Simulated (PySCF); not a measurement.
```xyz
5
charge 0 multiplicity 1, angstrom
W     0.0000    0.0000    0.4618
O     0.0000    1.3540    1.4766
O     0.0000   -1.3540    1.4766
Br   -2.0333    0.0000   -0.8374
Br    2.0333    0.0000   -0.8374
```

Computed with PySCF, PBE0, basis W def2-SVP with ECP60, O def2-SVP, Br def2-SVP (scalar-relativistic core potentials, no spin–orbit coupling, density fitting).

This geometry of WO₂Br₂ is a stationary point at this level.

(1) What is the point group?

(2) Is it a minimum?

(3) Which band is strongest in the infrared?

(4) Give the atomic charges and bond orders.

(5) What is the atomisation energy, with and without zero-point energy?

## Answers

(1) C2v.

(2) Yes: all harmonic wavenumbers are real.

(3) 1024 cm⁻¹ (b2), 147 km/mol.

(4) 
| atom | Mulliken | Löwdin | polar tensor | Mayer order to W1 |
| --- | --- | --- | --- | --- |
| W1 | 1.03 | -0.12 | 2.04 | – |
| O2,3 | -0.29 | -0.10 | -0.63 | 2.13 |
| Br4,5 | -0.23 | 0.16 | -0.39 | 1.10 |

(5) 2117 kJ/mol without, 2095 kJ/mol with.

Stability towards spin polarisation was not tested. This need not be the most stable arrangement of these atoms. Spin–orbit coupling, left out here, can matter for elements this heavy.
